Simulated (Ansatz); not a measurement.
Total energies of C3H9BO (`BC(C)(C)O`).

```xyz
14

B     1.2150   -0.7666   -0.6772
C    -0.0252   -0.0340   -0.0905
C     0.0106    1.4204    0.2714
C    -1.4005   -0.6189   -0.1917
O     0.7645   -0.8664    0.9215
H     1.0872   -1.8330   -1.2031
H     2.2446   -0.1576   -0.7811
H     1.0345    1.7799    0.4018
H    -0.5709    1.6366    1.1751
H    -0.4270    1.9975   -0.5471
H    -1.8959   -0.1982   -1.0707
H    -1.3561   -1.7004   -0.3206
H    -2.0126   -0.3872    0.6863
H     1.3317   -0.2721    1.4259
```

Charge 0, multiplicity 1. The structure was optimised at the PBE0-D4/def2-TZVP level. It is one conformer, not always the lowest. Basis def2-TZVPP, Ansatz 0.2.0.

RPA on PBE orbitals: Hartree–Fock energy of these orbitals -218.39357 Eh, correlation -1.47012 Eh (frozen core).

```csv
functional,energy without D4 (Eh),D4 term (kJ/mol)
LDA (SPW92),-217.90807,–
PBE,-219.57595,-24.8
revPBE,-219.80008,-85.8
BLYP,-219.76764,-55.6
r2SCAN,-219.74146,-6.3
B97M-V,-219.86417,–
PBE0,-219.60614,-20.7
B3LYP,-219.88553,-39.4
r2SCANh,-219.73244,-6.5
r2SCAN0,-219.71996,-7.2
HSE06 (plane-wave form),-219.59305,-19.0
BHLYP,-219.74165,-27.0
CAM-B3LYP,-219.75956,-20.5
LC-ωPBE,-219.73906,–
ωB97X-V,-219.81018,–
ωB97M-V,-219.76229,–
B2PLYP,-219.67842,–
PBE-QIDH,-219.57751,–
```

B3LYP takes the VWN-RPA correlation (the form of Gaussian; ORCA's B3LYP/G). HSE06 is the plane-wave form, built on full-range PBE exchange. The double hybrids freeze the cores in their second-order part.

LC-ωPBE has ω = 0.4 bohr⁻¹.
